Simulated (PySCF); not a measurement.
Give a PBE0-D3(BJ)/def2-SVP geometry of `F/C=C(\C)[SiH3]`.

```xyz
12
C3H7FSi angstrom
C     -0.970   -1.151    0.176
C     -0.216    0.122   -0.090
Si     1.598    0.250    0.347
C     -0.797    1.179   -0.664
F     -2.077    1.187   -1.036
H     -0.596   -1.970   -0.461
H     -0.841   -1.478    1.221
H     -2.045   -1.032   -0.019
H      2.393   -0.765   -0.413
H      2.099    1.618    0.014
H      1.804   -0.015    1.805
H     -0.303    2.131   -0.885
```

Any rigid rotation of these coordinates is as good. Atoms count from 1 in this order. The C–C distances run from 1.336 Å (C2=C4, drawn double) to 1.502 Å (C1–C2, drawn single), a spread of 0.166 Å. Of the pairs four or more bonds apart, F5···H8 is among the closest relative to their van der Waals radii: 2.44 Å, 91 % of the sum of Bondi's values. The 5 heavy atoms lie in one plane (0.007 Å rms). Si3 (SiH3 silicon) is tetrahedral (angles from 107.6° to 110.5°).

Bonds between heavy atoms (Å): C1–C2 1.502, C2–Si3 1.870, C2=C4 1.336, C4–F5 1.333.

Level of theory: PBE0-D3(BJ)/def2-SVP geometry optimisation, gas phase (PySCF).

Point group: near Cs, missed by 0.27 Å at most; the miss may be what the optimiser left on a soft mode. Whether it is a minimum is left open (no frequencies).
